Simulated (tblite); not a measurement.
copper atom (Cu), doublet (GFN-xTB shapes and energies of metal compounds can be far from the true ones); GFN1-xTB in tblite.

The tblite input:
```
$ tblite run mol.xyz --method gfn1 --charge 0 --spin 1 --spin-polarized --json tblite.json --no-restart

# file mol.xyz
1

Cu     0.00000000     0.00000000     0.00000000
```

Task: What does tblite print? Leave out banner, timings and long lists.

Result: 
```
xTB calculator
 | screened Coulomb repulsion
 | Coulomb electrostatics
 |  * isotropic Klopman-Ohno-Mataga-Nishimoto electrostatics
 |  * onsite third-order electrostatics
 | DFT-D3(BJ) dispersion correction
 | Interactions (1)
 | [1] spin polarization

halogen bonding energy    0.0000000000000E+00 Eh
repulsion energy          0.0000000000000E+00 Eh
dispersion energy         0.0000000000000E+00 Eh
interaction energy        0.0000000000000E+00 Eh
number of electrons       1.1000000000000E+01 e
integral cutoff           3.2615407794351E+01 bohr

------------------------------------------------------------
  cycle        total energy    energy error   density error
------------------------------------------------------------
      1     -4.399214612685  -4.3992146E+00   7.0710678E-01
      2     -4.399214612685   0.0000000E+00   4.2426407E-01
      3     -4.399214612685   0.0000000E+00   2.5453299E-05
      4     -4.399214612685   0.0000000E+00   5.9349495E-14
------------------------------------------------------------

electronic energy        -4.3992146126849E+00 Eh
total energy             -4.3992146126849E+00 Eh

Post processing:
 | Mayer-Wiberg bond orders

[Info] JSON dump of results written to 'tblite.json'
```
